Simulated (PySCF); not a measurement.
(3R,4R)-3,4-difluorocyclobutene (C4H4F2), SMILES C1[C@@H](F)[C@H](F)C=1. Atoms are numbered in the order given.

```xyz
10

F     -1.7352    -0.2473    -0.8774
C     -0.6911     0.3688    -0.2175
C     -0.6361     0.2318     1.2875
C      0.6361    -0.2318     1.2875
C      0.6911    -0.3688    -0.2175
F      1.7352     0.2473    -0.8774
H     -0.5900     1.4104    -0.5959
H     -1.3767     0.4469     2.0723
H      1.3767    -0.4469     2.0723
H      0.5900    -1.4104    -0.5959
```
Charge 0, spin multiplicity 1.

Geometry: PBE-D3(BJ)/def2-SVP.

Two levels are set side by side: PBE/pcSseg-1 (PySCF) and B3LYP/pcSseg-1 (PySCF). GIAO shifts against CFCl3 (¹⁹F), TMS (¹H), TMS (¹³C) at the same level; non-relativistic, no solvent, atoms listed together averaged. Differences are taken from unrounded values.

```csv
quantity,B3LYP,PBE,PBE minus B3LYP
"δ(¹⁹F) of F1, F6 (ppm)",-187.8,-201.9,-14.1
"δ(¹³C) of C2, C5 (ppm)",99.6,101.0,1.4
"δ(¹³C) of C3, C4 (ppm)",151.6,149.1,-2.6
"δ(¹H) of H7, H10 (ppm)",5.69,5.76,0.07
"δ(¹H) of H8, H9 (ppm)",7.03,7.03,-0.01
```

Rough cost on one machine, each run with all the roots and properties that it gave: B3LYP against PBE within a factor of 2.
